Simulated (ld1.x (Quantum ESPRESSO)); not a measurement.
Transferability test, TM potential for palladium (Pd)

```json
{
 "Element": "Pd (Z = 46)",
 "Generator": "ld1.x (Quantum ESPRESSO) 7.5",
 "Type": "norm-conserving Troullier–Martins (Kleinman–Bylander form)",
 "Functional": "PBE",
 "Relativity": "scalar-relativistic",
 "Frozen core": "[Kr]",
 "Valence charge": "10",
 "Reference configuration": "4d9.75 5s0 5p0 (charge +0.25)",
 "Partial waves": "5p (bound, empty): rc 3.30 bohr; 4d (bound): rc 1.25 bohr; 5s (bound, empty): rc 2.00 bohr",
 "Local potential": "the s channel",
 "Core correction": "a·sin(br)/r model core, default radius (core density twice the valence density)"
}
```

Energies are relative to the spin-unpolarised reference configuration 4d9.75 5s0 5p0; without spin polarisation the order of configurations can differ from experiment.

| valence configuration | charge | ΔE all-electron (eV) | error AE − PS (meV) |
| --- | --- | --- | --- |
| 4d9 5s0 5p0 | +1 | 7.809 | -42 |
| 4d8 5s0 5p0 | +2 | 28.627 | -359 |
| 4d7 5s0 5p0 | +3 | 62.987 | -1187 |
| 4d9.5 5s0 5p0 | +0.5 | 1.927 | -3.4 |
| 4d6 5s0 5p0 | +4 | 112.332 | -2699 |
| 4d8 5s1 5p0 | +1 | 12.334 | -321 |

What are ΔE and the potential's error for 4d10 5s0 5p0?

ΔE = -1.307 eV all-electron; the error (AE − PS) is -2.5 meV.
